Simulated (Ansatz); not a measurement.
`NC(F)(F)O[SiH3]` + `O[SiH2][SiH3]` → `[SiH3]O[SiH2][SiH3]` + `NC(O)(F)F`  (ligand exchange at the Si–O bond)

Program: Ansatz. Geometries: PBE0-D4/def2-TZVP. ΔE: electronic, gas phase. CCSD(T)/CBS adds triple-zeta CCSD(T) − MP2 to the extrapolated MP2 energy (def2 sets, frozen cores). DFT in def2-TZVPP. Each species was taken in one conformer, which may not be the lowest.

| species | PBE-D4 energy (Eh) |
| --- | --- |
| `NC(F)(F)O[SiH3]` | -659.96293 |
| `O[SiH2][SiH3]` | -657.51185 |
| `[SiH3]O[SiH2][SiH3]` | -948.09640 |
| `NC(O)(F)F` | -369.38522 |

(1) Work out ΔE.

Largest T1 diagnostic among the species: 0.012.

Answers

(1) ΔE = (-948.09640) + (-369.38522) − (-659.96293) − (-657.51185) = -0.00684 Eh = -18.0 kJ/mol. CCSD(T)/CBS gives -21.0 kJ/mol.

In def2-TZVPP, CCSD(T) changes the Hartree–Fock value by +5.3 kJ/mol (the triples alone add +1.1 kJ/mol) and MP2 by +6.0 kJ/mol. From PBE to PBE0 (25 % exact exchange), in def2-TZVPP and without D4, ΔE moves by −3.6 kJ/mol.
